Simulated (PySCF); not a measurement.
The dipole of `C[SiH](C)C[C@@H](F)C=O` from its density and from atomic charges.

Coordinates (GFN2-xTB, Å) and charges (e) from the PBE0/pcSseg-1 density (PySCF):

```
atom       x       y       z  Mulliken      IAO  Hirshfeld  ESP-fitted
  C1  -1.149   1.689   0.975   -0.6245  -0.7191    -0.2192     -0.7038
 Si2  -1.038   0.426  -0.438   +0.8002  +0.9223    +0.3784     +0.8539
  C3  -1.596  -1.309   0.099   -0.6390  -0.7216    -0.2176     -0.7754
  C4   0.738   0.383  -1.178   -0.5431  -0.5559    -0.1678     -0.4702
  C5   1.629  -0.708  -0.611   +0.1397  +0.1348    +0.0559     +0.3606
  F6   2.825  -0.769  -1.309   -0.3366  -0.3331    -0.1203     -0.3130
  C7   1.943  -0.491   0.843   +0.2420  +0.2594    +0.1425     +0.3141
  O8   1.116  -0.377   1.702   -0.3533  -0.3787    -0.1733     -0.4220
  H9  -0.786   2.664   0.662   +0.1319  +0.1517    +0.0396     +0.1466
 H10  -0.567   1.376   1.835   +0.1602  +0.1672    +0.0323     +0.1911
 H11  -2.177   1.814   1.300   +0.1343  +0.1545    +0.0411     +0.1616
 H12  -1.890   0.872  -1.560   -0.0863  -0.1421    -0.0933     -0.2154
 H13  -1.049  -1.647   0.974   +0.1511  +0.1621    +0.0338     +0.1947
 H14  -1.455  -2.040  -0.692   +0.1337  +0.1490    +0.0386     +0.1669
 H15  -2.651  -1.307   0.355   +0.1420  +0.1588    +0.0437     +0.1866
 H16   0.677   0.221  -2.254   +0.1604  +0.1650    +0.0457     +0.1150
 H17   1.234   1.343  -1.033   +0.1422  +0.1521    +0.0404     +0.1268
 H18   1.161  -1.695  -0.735   +0.1419  +0.1568    +0.0529     +0.0386
 H19   3.025  -0.436   1.057   +0.1029  +0.1168    +0.0471     +0.0434
```

**Question.** Form Σ q r in debye for every column and set it beside the full dipole.

**Answer.** The full density gives (-0.17, -0.17, -0.44) D, 0.50 D in size; dipole vectors point from the negative to the positive end.

```
    scheme     μx     μy     μz  size (D)  share of the full size (%)  angle to the full dipole (°)
  Mulliken  -2.09   0.30  -0.64      2.20                         440                            58
       IAO  -1.37   0.11  -0.83      1.60                         320                            44
 Hirshfeld   0.15  -0.17  -0.40      0.46                          91                            40
ESP-fitted  -0.21  -0.17  -0.41      0.49                          98                             6
```

**Question.** Which set comes closest?

**Answer.** Length of the difference vector: ESP-fitted 0.05 D, Hirshfeld 0.33 D, IAO 1.29 D, Mulliken 1.98 D. Closest: ESP-fitted. 

**Question.** What is left for the Hirshfeld atoms' own dipoles?

**Answer.** The shares of the density sum to the whole, so what Σ q r misses lies in dipoles about the nuclei. The atomic dipoles sum to (-0.17, -0.17, -0.44) − (0.15, -0.17, -0.40) = (-0.32, 0.00, -0.04) D, 0.33 D in size.

**Question.** With the origin at the mean of the coordinates, (-0.001, 0.000, 0.000) Å, which are the largest single terms, by size, of the Mulliken dipole along the direction of the full one?

**Answer.** C1 +3.11, O8 +2.96, C3 -2.80, Si2 +2.28, C4 -1.68 D; all 19 atoms together +1.17 D. The single terms depend on the origin, their sum doesn't.

**Question.** Give the size of the full dipole in other units.

**Answer.** 0.50 D = 0.197 au = 0.104 e·Å = 1.67 × 10⁻³⁰ C·m.

Isolated species at its GFN2-xTB geometry (one conformer only).

Shape of the structure used: `[CH3:1][SiH:2]([CH3:3])[CH2:4][C@@H:5]([F:6])[CH:7]=[O:8]`: C1–Si2–C4–C5 96°, Si2–C4–C5–F6 173°, C4–C5–C7–O8 57°.
